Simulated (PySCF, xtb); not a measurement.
W(O)2(Me)2 (C2H6O2W), SMILES [W]([CH3])(=[O])([CH3])=[O], multiplicity 1.

GFN2-xTB (xtb) at its own geometry gives an orbital gap of 3.19 eV and a dipole moment of 5.45 D.

Geometry optimised at B3LYP-D3(BJ)/def2-SVP. The spin state was assumed, not searched. The structure was generated by enumeration; whether it is a known compound was not checked. The def2 effective core potentials stand for the cores of W; spin–orbit coupling is left out.

Problem. What does PBE/def2-TZVP run with PySCF give? (The exact figures need the calculation; the answer reports its results.)

Solution. gap 3.97 eV (levels -7.24 and -3.27 eV), dipole 3.60 D.
